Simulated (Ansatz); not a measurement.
Z-matrix (Å, degrees):
```
C
H 1 1.0799
C 1 1.3810 2 122.80
H 3 1.0758 1 129.58 2 3.25
C 1 1.4104 2 123.92 3 -176.20
H 5 1.0799 1 123.92 2 0.00
C 5 1.3809 6 122.80 1 -176.20
H 7 1.0758 5 129.58 6 -3.25
S 7 1.7242 8 120.08 5 175.56
H 9 1.5351 7 102.57 8 -78.51
```
Charge 0, spin multiplicity 2.

Calculation: Ansatz (an electronic-structure program) with frozen-core CCSD(T)/cc-pVTZ // B3LYP-D3(BJ)/def2-TZVP.

```yaml
HF energy: -551.84158 Ha
MP2 correlation energy: -0.82645 Ha
```

Problem. Estimate the CCSD correlation energy, the (T) correction, the total energy and the T1 diagnostic.

Solution. 
The CCSD correlation energy is -0.85665 Ha and the (T) correction is -0.04707 Ha. The CCSD(T) total energy is -552.74530 Ha and the T1 diagnostic is 0.017.
